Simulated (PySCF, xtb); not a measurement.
Be(H)(OH) (BeH₂O), SMILES [OH][BeH].

Harmonic wavenumbers (cm⁻¹) from GFN2-xTB in xtb at its own minimum, in rising order: 418, 503, 542, 1214, 2139, 3887.

What does B3LYP-D3(BJ)/def2-TZVPD (PySCF 2.14.0) give at its own minimum? (The exact figures need the calculation; the answer reports its results.)

312, 565, 568, 1220, 2180, 4013. Paired by order, the mean absolute difference is 61 cm⁻¹ and the zero-point energies are 12.4 and 12.7 kcal/mol.
